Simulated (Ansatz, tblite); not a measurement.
Cost and result up the ladder for Cu(PH3)(OH) (CuPOH₄) (7 atoms). The state is a singlet with charge 0. Geometry: B3LYP-D4/def2-TZVP.

Cartesian coordinates in Å:
```
Cu 0.0539 0.4664 -0.8285
P 0.0276 -0.4599 1.1159
H -1.1730 -0.5154 1.8517
H 0.8541 0.0659 2.1287
H 0.3969 -1.8134 1.2441
O 0.1591 1.3378 -2.3953
H -0.3185 0.9185 -3.1167
```

Ansatz on 4 threads of Intel Xeon on a shared host; xTB runs through tblite on one thread. Times are rough, summed over both states, and most runs start from the orbitals of an earlier one. PBE0-D4/def2-TZVP serves as the yardstick here, not as an exact answer. The other state is a doublet.

The xTB rows come from tblite.

Raw xTB energies of ions are shifted by several eV.

```csv
level,functions,vertical IE (eV),difference from PBE0-D4/def2-TZVP (eV)
r2SCAN-D4/def2-TZVP,137,8.34,-0.03
PBE-D4/def2-TZVP,137,8.44,0.07
PBE0-D4/def2-TZVP (with forces),137,8.37,0.00
GFN1-xTB,30,13.30,4.93
```

(1) Estimate how long each takes.

## Answers

(1) GFN1-xTB 0.01 s; PBE-D4/def2-TZVP 2.8 s; r2SCAN-D4/def2-TZVP 4.8 s; PBE0-D4/def2-TZVP (with forces) 6.7 s. On shared hardware such times vary by a factor of up to 3.
